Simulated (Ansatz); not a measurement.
A set of 12 reactions (carbene extrusion), with CCSD(T)/CBS values in kJ/mol:

| reaction | ΔE |
| --- | --- |
| `N=CCF` → `[CH]F` + `C=N` | 386.9 |
| `C[O][Sn][S]C` → `[CH2]` (triplet) + `C[S][Sn][OH]` | 369.3 |
| `CC(C)N` → `[CH2]` (triplet) + `CCN` | 449.0 |
| `CCCSCC` → `CCCSC` + `[CH2]` (triplet) | 438.8 |
| `[CH3][GaH][CH3]` → `[CH2]` (triplet) + `[CH3][GaH2]` | 473.0 |
| `O=CC(F)BF` → `O=CBF` + `[CH]F` | 396.9 |
| `C/N=C(/C)Cl` → `C/N=C/Cl` + `[CH2]` (triplet) | 472.8 |
| `CN([SiH2]F)[SiH](O)O` → `[CH2]` (triplet) + `O[SiH](O)N[SiH2]F` | 390.1 |
| `CSCB(N)F` → `[CH2]` (triplet) + `CSB(N)F` | 385.4 |
| `[CH3][Ge]([F])([F])[Cl]` → `[CH2]` (triplet) + `[F][GeH]([F])[Cl]` | 493.1 |
| `CN(C)[SiH]([SiH3])Cl` → `[CH2]` (triplet) + `CN[SiH]([SiH3])Cl` | 409.8 |
| `ClC[SiH]1O[SiH2]1` → `[CH2]` (triplet) + `Cl[SiH]1O[SiH2]1` | 302.0 |

Program: Ansatz. Geometries: PBE0-D4/def2-TZVP. ΔE: electronic, gas phase. CCSD(T)/CBS adds triple-zeta CCSD(T) − MP2 to the extrapolated MP2 energy (def2 sets, frozen cores). This one scheme is used for every species. Double bonds are as drawn, so ΔE can hold a change between cis and trans. Functionals use def2-TZVPP. B3LYP here is the variant with VWN-RPA as its local correlation; programs differ in this. Triplets are unrestricted, without spin–orbit coupling. Elements past krypton have def2 core potentials. For Ga, Ge, Sn outer-core shells are correlated without core-valence functions, which leaves a few kJ/mol of doubt a bond. Scalar relativity is left out up to krypton. One conformer a species, not always the lowest.

Give the mean, mean absolute and largest difference (level minus CCSD(T)/CBS, kJ/mol) for: PBE-D4, r2SCAN-D4, B3LYP-D4, ωB97M-V, B2PLYP, r2SCAN, B3LYP, HF/def2-TZVPP, MP2/def2-TZVPP, CCSD(T)/def2-TZVPP, HF/def2-QZVPP, MP2/def2-QZVPP, SCS-MP2/def2-QZVPP, HF/CBS(def2). (Estimate.)

Ansatz gave: 
```
             level    mean  mean absolute  largest
            PBE-D4     9.1            9.1     26.3
         r2SCAN-D4   -14.3           24.5     34.8
          B3LYP-D4    -5.6            6.6    -12.5
           ωB97M-V     1.5            2.0      4.2
            B2PLYP    -8.9            9.4    -13.0
            r2SCAN   -16.3           26.0     33.1
             B3LYP   -16.8           16.8    -23.1
     HF/def2-TZVPP  -133.2          133.2   -157.8
    MP2/def2-TZVPP     4.9            5.8     23.1
CCSD(T)/def2-TZVPP   -10.4           10.4    -13.3
     HF/def2-QZVPP  -133.3          133.3   -158.4
    MP2/def2-QZVPP    10.8           10.8     26.0
SCS-MP2/def2-QZVPP     8.5            8.5     10.5
      HF/CBS(def2)  -133.3          133.3   -158.4
```

The largest T1 diagnostic in the set is 0.018, for `[CH]F` (customary mark 0.02).

CCSD(T)/CBS is a level of theory with its own doubt, and the functionals carry their triple-zeta basis error, so these figures describe this set and don't rank the functionals.
